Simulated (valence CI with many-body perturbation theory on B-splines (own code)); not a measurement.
Questions on Er36+

Method: relativistic CI+MBPT: four valence electrons over a frozen Dirac-Fock core [Ar] 3d10, radial functions for each j: 9 s, 9 p, 8 d, 6 f, 3 g, 1 h, with the one-electron correlation potential Σ1 (screened to all orders), the two-electron term Σ2, the three-electron term Σ3, Breit, model QED; selected single and double excitations, second order for the rest, scaled by the run's own slope (own B-spline code, finite nucleus).

No measured spectrum was set against this ion. As an estimate, large intervals hold to a few tenths of a per cent, small ones and those within an open d or f shell to about a per cent.

Levels are named by their leading jj configuration (3d3/2^4 stands for four electrons in 3d with j = 3/2), which in mixed levels can hold well under half, so a name can repeat and another be missing.

Rates and lifetimes use the calculated energies. Strong lines usually hold to 10 to 20 %, long lifetimes can be off by a factor of two.

(1) What is the ground level?

(2) What is the ionisation energy?

(3) Where does the other parity begin?

(4) Name the longest-lived excited levels whose lifetime is computed, and their main decay.

(5) What are the static dipole polarisabilities of the lowest levels?

(6) How well does LS coupling describe the low levels?

(7) Among levels below 300.62 eV, which E1 lines absorb most strongly from the ground level?

Results:

(1) (4s^2 4p1/2^2) J=0, composition 71 % 4s2 4p2 3P + 28 % 4s2 4p2 1S.

(2) 1626.6 eV; NIST lists 1625 ± 5 eV (theoretical).

(3) At (4s 4p1/2^2 4p3/2) J=2, 137.95 eV.

(4) (4s^2 4p1/2 4p3/2) J=2 at 60.56 eV lives 41.1 μs, mostly by E2 to (4s^2 4p1/2^2) J=0; (4s^2 4p3/2 4d5/2) J=4 at 264.12 eV lives 959 ns, mostly by M1 to (4s^2 4p1/2 4d5/2) J=3; (4s^2 4p1/2 4p3/2) J=1 at 56.80 eV lives 816 ns, mostly by M1 to (4s^2 4p1/2^2) J=0.

(5) (4s^2 4p1/2^2) J=0 0.0501; (4s^2 4p1/2 4p3/2) J=1 0.0572 (tensor 0.0021); (4s^2 4p1/2 4p3/2) J=2 0.0569 (tensor 0.0038) bohr³, of which the core gives 0.00326.

(6) Among the lowest 20 levels the leading LS term, summed over configurations, holds 59 % on average. For single configurations the figures are 55 % in LS and 83 % in jj coupling. Terms mix most in the J = 2 level at 211.56 eV, where the leading one holds 32 %.

(7) to (4s^2 4p1/2 4d3/2) J=1 at 6.101 nm, f = 1.37; to (4s 4p1/2^2 4p3/2) J=1 at 8.218 nm, f = 0.498; to (4s 4p1/2 4p3/2^2) J=1 at 5.841 nm, f = 0.168.
